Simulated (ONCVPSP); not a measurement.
# Which change was made? (Ir, ONCV)

| Property | Result |
| --- | --- |
| Element | iridium |
| Generator | ONCVPSP 4.0.1 |
| Type | optimised norm-conserving Vanderbilt (ONCV) |
| Functional | Wu-Cohen |
| Relativity | scalar-relativistic |
| Frozen core | [Kr] 4d10 |
| Valence charge | 31 |
| Reference configuration | 4f14 5s2 5p6 5d7 6s1 (charge +1) |
| Partial waves | 5s+6s: rc 1.65 bohr, ncon 4, nbas 8, qcut 7 1/bohr, 2 projectors; 5p: rc 1.50 bohr, ncon 4, nbas 8, qcut 10.4 1/bohr, 2 projectors, debl 1.9 Ha; 5d: rc 2.00 bohr, ncon 3, nbas 7, qcut 6.1 1/bohr, 2 projectors, debl 3.8 Ha; 4f: rc 0.65 bohr, ncon 4, nbas 9, qcut 27.5 1/bohr, 3 projectors, debl 3.5 Ha |
| Local potential | polynomial inside 0.60 bohr (lpopt 5, dvloc0 2 Ha) |
| Core correction | none |

In the p channel the program set the typed energies aside and used -2.318, 0.250 Ha.

Cutoffs, loose and tight: the cutoffs (Ha) at which the residual kinetic energy of the hardest occupied pseudo-wave falls to 1 and 0.1 mHa per electron. They do not see the model core or the augmentation charge, which bear on the density cutoff. Test errors are all-electron minus pseudo excitation energies from the reference, over the configurations 4f14 5s2 5p6 5d7 6s2; 4f14 5s2 5p6 5d7 6s0; 4f14 5s2 5p6 5d6 6s0; 4f14 5s2 5p6 5d8 6s0; variants that change the core or the reference have their own tests.

The base gives: outcome: generated, projector energies reset by the program; cutoff, loose: 315 Ha; cutoff, tight: 344 Ha; bound ghosts: s, p, d; GHOST(+) flags above zero: none; largest test error (meV): -11.

Problem. After one change the result is: outcome: generated, projector energies reset by the program; cutoff, loose: 315 Ha; cutoff, tight: 344 Ha; bound ghosts: s, p, d; GHOST(+) flags above zero: none; largest test error (meV): +9.3. Which change was it?
A. d: qcut 9.1
B. d: qcut 4.5
C. d: qcut 3.7
D. d: qcut 5.2

Solution. D. The others give: d: qcut 9.1 → outcome: generated, projector energies reset by the program; cutoff, loose: 315 Ha; cutoff, tight: 344 Ha; bound ghosts: s, p; GHOST(+) flags above zero: d; largest test error (meV): -12 | d: qcut 3.7 → outcome: generated, projector energies reset by the program; bound ghosts: s, p; GHOST(+) flags above zero: d; largest test error (meV): +44 | d: qcut 4.5 → outcome: generated, projector energies reset by the program; cutoff, loose: 315 Ha; cutoff, tight: 344 Ha; bound ghosts: s, p; GHOST(+) flags above zero: d; largest test error (meV): +22.
